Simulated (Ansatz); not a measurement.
Consider the atomization: `NB(Cl)OC=S` → B• + C• + Cl• + 3 H• + N• + O• + S•.

Isolated molecules relaxed with PBE0-D4/def2-TZVP in Ansatz; ΔE leaves out vibrations. CBS: MP2 limit from def2 TZ/QZ plus the TZ coupled-cluster correction, frozen cores. This one scheme is used for every species, atoms too. No spin–orbit coupling; open shells (•) take unrestricted orbitals. Spin–orbit coupling would lower the free atoms: a little for B, C, Cl, O, S. One conformer a species, not always the lowest.

```csv
species,CCSD(T)/CBS(def2) energy (Eh)
`NB(Cl)OC=S`,-1052.19750
B•,-24.60433
C•,-37.79194
Cl•,-459.70966
H•,-0.50000
N•,-54.53257
O•,-75.00631
S•,-397.67955
```

Problem. Work out ΔE.

Solution. ΔE = 3 × (-0.50000) + (-24.60433) + (-37.79194) + (-459.70966) + (-54.53257) + (-75.00631) + (-397.67955) − (-1052.19750) = 1.37314 Eh = +861.7 kcal/mol.

Largest T1 diagnostic among the species: 0.015.

The D4 term adds +8.6 kcal/mol with B3LYP and +4.5 kcal/mol with PBE0; it sums over pairs of atoms, weighted by their polarisabilities, and B3LYP, whose exchange is more repulsive, gets the larger term. At CCSD(T), def2-SVP lies −50.4 kcal/mol from the extrapolated value and def2-TZVPP −27.2 kcal/mol: correlation converges slowly with the basis, and small sets miss more of it in the bonded molecule than in its fragments. From r2SCAN to r2SCAN0 (25 % exact exchange), in def2-TZVPP and without D4, ΔE moves by −22.6 kcal/mol: exact exchange takes away binding that semilocal exchange gives to molecules.

B3LYP here is the variant with VWN-RPA as its local correlation; programs differ in this.

For atomizations the MP2-based limit and the directly extrapolated one differ by several kJ/mol either way, and by 10 to 25 for some Ge, Se and Sn compounds, so smaller differences from it don't rank the levels.
